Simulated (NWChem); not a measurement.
Species: C₂H₂ClF; SMILES FC(=C)Cl

Q: Give the equilibrium geometry at PBE0/def2-SVP (NWChem) as an XYZ file, with the point group.

A: point group Cs; any orientation.
```
6

C     -1.1853     1.1513     0.0000
C     -0.0593     0.4490     0.0000
F      1.1354     1.0073     0.0000
Cl     0.0303    -1.2661     0.0000
H     -2.1513     0.6508     0.0000
H     -1.1322     2.2406     0.0000
```
